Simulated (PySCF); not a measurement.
ethane (C₂H₆), singlet, geometry from GFN2-xTB.

The PySCF input:
```python
from pyscf import gto, scf, dft

mol = gto.M(
    atom='''
C    -0.00063425   -0.00460240    0.76069610
C     0.00063425    0.00460240   -0.76069610
H     0.00531742    1.01117798    1.14976058
H    -0.88580270   -0.51053241    1.13981086
H     0.87762477   -0.52140267    1.14121540
H    -0.00531742   -1.01117798   -1.14976058
H    -0.87762477    0.52140267   -1.14121540
H     0.88580270    0.51053241   -1.13981086
''',
    basis='sto-3g',
    verbose=4,
)

mf = dft.RKS(mol)
mf.xc = 'r2scan'
mf.kernel()
```

Problem. What is the computed nuclear repulsion energy (R2SCAN/STO-3G run with PySCF)?

Solution. 42.4440 Eh

Problem. Give the HOMO energy at the level R2SCAN/STO-3G.

Solution. -7.54 eV

Problem. Give the number of basis functions at the level R2SCAN/STO-3G.

Solution. 16

Problem. What total energy does R2SCAN/STO-3G give?

Solution. -78.8308 Eh

Problem. Estimate the Mulliken (on the basis functions themselves) charges in atom order that R2SCAN/STO-3G returns for this input.

Solution. C1 -0.24, C2 -0.24, H3 0.08, H4 0.08, H5 0.08, H6 0.08, H7 0.08, H8 0.08

Problem. What is the computed dipole moment (R2SCAN/STO-3G)?

Solution. 0.00 D
